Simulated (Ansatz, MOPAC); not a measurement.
Molecule: CaOFH (charge 0, singlet). SMILES: [OH][Ca][F]

Atoms: Ca1, F2, O3, H4. Bonds: Ca1-F2, Ca1-O3, O3-H4.

Bond lengths (Å) and angles (degrees) optimised at PM7 with MOPAC; HF/3-21G with Ansatz (a program for electronic structure); HF/6-31G* with LANL2DZ past Ar with Ansatz; MP2/6-31G* with LANL2DZ past Ar with Ansatz, each started from the B3LYP-D3(BJ)/def2-TZVP structure (Ansatz) of the last column. A row stands for all coordinates that are equal there. 6-31G* holds six Cartesian d functions. No wavenumbers were computed at MP2/6-31G* with LANL2DZ past Ar, so these may be saddle points.

```csv
coordinate,PM7,HF/3-21G,HF/6-31G* with LANL2DZ past Ar,MP2/6-31G* with LANL2DZ past Ar,B3LYP-D3(BJ)/def2-TZVP
Ca1-F2,1.869,2.062,2.050,2.073,2.022
Ca1-O3,1.873,2.045,2.086,2.097,2.025
O3-H4,0.891,0.955,0.938,0.957,0.955
F2-Ca1-O3,179.3,180.0,179.9,180.0,156.6
Ca1-O3-H4,159.1,180.0,179.9,180.0,173.8
```

Mean signed difference of all 3 bond lengths from B3LYP-D3(BJ)/def2-TZVP: PM7 -0.123 Å, HF/3-21G 0.020 Å, HF/6-31G* with LANL2DZ past Ar 0.024 Å, MP2/6-31G* with LANL2DZ past Ar 0.041 Å.
